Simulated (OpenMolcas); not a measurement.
# Cr⁴⁺: from CASSCF to CASPT2

* Program: OpenMolcas
* Basis: ANO-RCC-VTZP [6s5p3d2f1g]
* Scalar Hamiltonian: DKH2, point nucleus
* Active space: 2 electrons in 5 orbitals (3d)
* State averaging: 2S+1 = 3 even, 10 roots; 2S+1 = 1 even, 15 roots
* Spin-orbit coupling: state interaction with AMFI integrals over the reference wave functions, term energies averaged over their components

Methods on the same reference wave functions:
A. CASSCF
B. SS-CASPT2, IPEA 0.25 Eh, imaginary shift 0.1 Eh (closed shells correlated: 3s 3p)
C. XMS-CASPT2, IPEA 0.25 Eh, imaginary shift 0.1 Eh (closed shells correlated: 3s 3p)

Energies in cm⁻¹ above 3d² ³F₂, the measured ground level; measured values from Sugar and Corliss, J. Phys. Chem. Ref. Data 6, 317 (1977).

```tsv
Level	A	B	C	Measured
3d² ³F₂	0.0	0.0	0.0	0.0
3d² ³F₃	505	509	508	508
3d² ³F₄	1153	1157	1156	1142
3d² ¹D₂	16452	12920	13440	13188
3d² ³P₀	19267	16080	16100	15492
3d² ³P₁	19445	16260	16280	15677
3d² ³P₂	19838	16650	16680	16041
3d² ¹G₄	25239	22480	22660	22019
3d² ¹S₀	61249	52150	52650	51146
```

Deviations, from unrounded energies. A percentage is the sum of absolute deviations over the sum of measured energies, with the sign that they share, or ± where signs differ.

```tsv
Against measurement	Levels	A	B	C
mean absolute deviation (cm-1)	8	3500	440	530
fine structure of the ground term (%)	2	±0.9	+1.0	±0.9
other terms of the ground configuration (%)	6	+20.9	±2.6	+3.2
```

B lies closest to measurement on these levels and A furthest from it. The largest miss of B in the table is 3d² ¹S₀, by +1000 cm-1. The ranking rests on the paired levels alone, and a cruder setting can come out closer through cancelling errors.

Between B and C the level of the table that moves most is 3d² ¹D₂, by 520 cm-1 (lowest in B, highest in C). Moves below CASPT2's spread within the term are not significant.

The mean deviations of B to C differ by less than CASPT2's widest spread within a term (1100 cm-1), so their order carries little weight.

From A to B the spin-free energies of the other terms of 3d² shown, above ³F, scale by factors of 0.78 to 0.89, as is usual when dynamic correlation screens the repulsion within a d or f shell.

The lowest spin-free term lies below A's lowest term by 0.300 hartree in B, 0.304 hartree in C.

Term energies are means over components that CASPT2 splits; among the terms shown or strongly mixed into the levels shown the widest spread is 1100 cm-1 (3d² ¹G, C). Without dynamic correlation excited terms often stand tens of per cent too high (terms of higher spin than the ground term too low), and those without a measured partner can miss by more than the paired ones (holds for A). Computed and measured levels are paired by configuration, term and J; levels that our copy of the source lacks, or whose pairing is in doubt (as where it misses far off the trend of its configuration), stay unpaired and out of the deviations. Only configurations of the active space appear.
